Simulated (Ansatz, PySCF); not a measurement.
Caution: the highest occupied level lies above zero, so the state may not be bound. This singlet lies 0.36 eV below the relaxed triplet at the level frozen-core CCSD(T)/aug-cc-pVDZ // B3LYP-D3(BJ)/def2-TZVPD (Ansatz, a first-principles code); other levels give the other order.

B3LYP has the VWN-RPA correlation part, as in Gaussian. 

Z-matrix (Å, degrees):
```
Si
H 1 1.5075
H 1 1.5075 2 102.63
H 1 1.5427 2 101.39 3 -104.58
B 1 2.1849 2 104.56 3 108.89
F 5 1.3554 1 114.33 2 126.26
```
Charge -1, spin multiplicity 1.

Problem. Give the HOMO and total energy at the level PySCF with B3LYP-D3(BJ)/def2-TZVPD.

Solution. 
HOMO: 0.68 eV
total energy: -416.0695 Ha
